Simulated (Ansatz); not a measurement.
Cartesian coordinates (Å):
```xyz
5

B     -0.5811     0.0074    -0.1516
N      0.8470    -0.0138    -0.0721
C      2.0167    -0.0273    -0.0067
H     -1.1866    -0.8201     0.4386
H     -1.0924     0.8513    -0.8042
```
Charge +1, spin multiplicity 2.

Calculation: frozen-core CCSD(T)/cc-pVTZ // M06-2X/def2-TZVP (Ansatz, a first-principles code). The geometry is that of the parent before the electron was removed.

```
Property                       Result
----------------------  -------------
HF energy               -117.79796 Ha
MP2 correlation energy    -0.35597 Ha
```

Q: Estimate the CCSD correlation energy, the (T) correction, the total energy and the T1 diagnostic.

A: 
```yaml
CCSD correlation energy: -0.39804 Ha
"(T) correction": -0.01887 Ha
CCSD(T) total energy: -118.21487 Ha
T1 diagnostic: 0.054
```
